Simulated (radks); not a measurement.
Spherical quantum dot in the effective-mass picture: electrons in a parabolic well V = omega^2 r^2 / 2 with omega = 1.59, all in effective atomic units (hartree* = m*/eps^2 hartree, bohr* = eps/m* bohr), one dielectric constant everywhere. Method: non-relativistic Kohn-Sham, LDA (Slater exchange, Perdew-Wang correlation), spin-polarised, spherical densities; computed with a radial shooting solver with Libxc functionals. Levels are named by radial order and angular momentum (1s, 1p, 1d, 2s, ...), and open shells are averaged over m. Results are scaled to m* = 0.066 and eps = 10.9, for which hartree* = 15.12 meV and bohr* = 8.739 nm.

N = 23, configuration 1s2 1p6 1d10 2s2 1f(up 3, down 0). This is the lowest configuration that the search found. Occupied and some empty levels:

| level | occupation | eigenvalue (meV) | <r> (nm) |
|---|---|---|---|
| 1s up | 1 | 232.61 | 11.29 |
| 1s down | 1 | 233.01 | 11.19 |
| 1p up | 3 | 244.29 | 14.15 |
| 1p down | 3 | 244.89 | 14.09 |
| 1d up | 5 | 257.45 | 16.19 |
| 1d down | 5 | 258.18 | 16.16 |
| 2s up | 1 | 260.25 | 14.14 |
| 2s down | 1 | 260.76 | 14.18 |
| 1f up | 3 | 271.91 | 17.81 |
| 1f down | 0 | 272.69 | 17.81 |
| 2p up | 0 | 276.10 | 15.94 |
| 2p down | 0 | 276.60 | 15.97 |
| 1g up | 0 | 287.49 | 19.19 |
| 1g down | 0 | 288.27 | 19.21 |
| 2d up | 0 | 292.65 | 17.59 |
| 2d down | 0 | 293.16 | 17.61 |

Energy (meV): total 3858.91, kinetic 537.50, external 1469.9, Hartree 2051.3, exchange-correlation -199.80.

Electron density:

| r (nm) | n(r) (e/nm^3) |
|---|---|
| 1.44 | 0.001051 |
| 3.05 | 0.0009700 |
| 4.66 | 0.0008682 |
| 6.26 | 0.0007845 |
| 7.87 | 0.0007439 |
| 9.47 | 0.0007458 |
| 11.1 | 0.0007646 |
| 12.7 | 0.0007639 |
| 14.3 | 0.0007153 |
| 15.9 | 0.0006128 |
| 17.5 | 0.0004719 |
| 19.1 | 0.0003234 |
| 20.7 | 0.0001958 |
| 22.3 | 0.0001042 |
| 23.9 | 0.00004866 |
| 25.5 | 0.00002000 |
| 27.1 | 7.169e-06 |
| 28.8 | 2.250e-06 |
| 30.4 | 6.205e-07 |
| 32.0 | 1.504e-07 |
